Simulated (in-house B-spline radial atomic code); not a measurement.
**Removing the outer electron along the 33-electron series: As to Kr³⁺**

All numbers come from a B-spline radial code for spherical atoms, all electrons, at the radial basis limit: mean fields, RPA and GW scalar-relativistic (one-electron X2C; non-relativistic for the lightest neutral atoms and singly charged ions), without spin-orbit coupling, Breit or QED terms, open shells spin-polarised at highest spin; Brueckner, CI + MBPT and self-energy runs four-component with Breit and QED terms. References are NIST's ionisation energies. They run between lowest fine-structure levels, which the runs without spin-orbit coupling average over.

Columns: (a) minus the highest PBE level; (b) G0W0 on PBE0; (c) minus the highest B3LYP (VWN-RPA) level; (d) minus the highest CAM-B3LYP level; (e) minus the highest Hartree-Fock level. Each gives computed minus reference, in eV; a star marks a semi-empirical reference. Species are left out where the tabulated value is theory, is uncertain by more than 0.12 eV, or (13 ions, such as In⁴⁺, Te⁴⁺ and Bi⁴⁺) lies off its series for all methods alike, which flatters the means a little.

```csv
species,configuration,reference (eV),(a),(b),(c),(d),(e)
As,[Ar] 3d10 4s2 4p3,9.79,-3.87,+0.18,-3.09,-1.56,+0.25
Se⁺,[Ar] 3d10 4s2 4p3,21.20 ± 0.01,-4.79,+0.35,-3.81,-2.12,+0.23
Br²⁺,[Ar] 3d10 4s2 4p3,34.87 ± 0.02,-5.44,+0.58,-4.28,-2.50,+0.34
Kr³⁺,[Ar] 3d10 4s2 4p3,50.85 ± 0.1,-6.14,+0.65,-4.82,-2.99,+0.32
```

(1) How do the methods rank over these species?

Answers

(1) Mean absolute differences: minus the highest Hartree-Fock level 0.29 eV; G0W0 on PBE0 0.44 eV; minus the highest CAM-B3LYP level 2.29 eV; minus the highest B3LYP (VWN-RPA) level 4.00 eV; minus the highest PBE level 5.06 eV. One-signed throughout: minus the highest PBE level (too low), G0W0 on PBE0 (too high), minus the highest B3LYP (VWN-RPA) level (too low), minus the highest CAM-B3LYP level (too low), minus the highest Hartree-Fock level (too high). Levels of semilocal functionals lie too high since their potentials lack the −1/r tail; exact exchange restores part of it.
